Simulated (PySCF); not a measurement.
Molecular orbitals of In₂

PBE0 at R = 3.052 Å; PySCF, scalar-relativistic core potentials, basis sets In cc-pVTZ-PP with ECP28. State: ³Πu (triplet), unpaired electrons σ ↑, π ↑. Only the outer orbitals are listed.

```json
{"spin": "α", "orbital": "σg", "occ.": "1", "ε (eV)": "-10.67", "main shells (%)": "93 s"}
{"spin": "α", "orbital": "σu", "occ.": "1", "ε (eV)": "-8.44", "main shells (%)": "94 s"}
{"spin": "α", "orbital": "σg", "occ.": "1", "ε (eV)": "-4.34", "main shells (%)": "93 p"}
{"spin": "α", "orbital": "πu", "occ.": "1", "ε (eV)": "-4.05", "main shells (%)": "97 p"}
{"spin": "α", "orbital": "πu", "occ.": "0", "ε (eV)": "-2.63", "main shells (%)": "98 p"}
{"spin": "α", "orbital": "πg", "occ.": "0", "ε (eV)": "-1.40", "main shells (%)": "98 p"}
{"spin": "α", "orbital": "πg", "occ.": "0", "ε (eV)": "-1.10", "main shells (%)": "98 p"}
{"spin": "β", "orbital": "σg", "occ.": "1", "ε (eV)": "-9.67", "main shells (%)": "96 s"}
{"spin": "β", "orbital": "σu", "occ.": "1", "ε (eV)": "-7.57", "main shells (%)": "96 s"}
{"spin": "β", "orbital": "πu", "occ.": "0", "ε (eV)": "-2.27", "main shells (%)": "98 p"}
{"spin": "β", "orbital": "σg", "occ.": "0", "ε (eV)": "-1.96", "main shells (%)": "94 p"}
{"spin": "β", "orbital": "πu", "occ.": "0", "ε (eV)": "-1.89", "main shells (%)": "99 p"}
```

Q: Which are the highest filled and the lowest empty level, where do they sit, and how wide is the gap?

A: Highest filled α πu at -4.05 eV (in %: 97 p); lowest empty α πu at -2.63 eV (in %: 98 p); the gap at PBE0 is 1.42 eV. Both belong to one degenerate shell, split only by its one-sided filling, so this is no excitation gap.

```
bond order (Mayer)             : 1.09
⟨S²⟩                           : 2.006
polarisability along the bond  : 241.1 bohr³
polarisability across the bond : 93.7 bohr³
```

Spin–orbit coupling is left out. The state is the lowest determinant that a PBE0 search found; another state may lie lower at other levels.
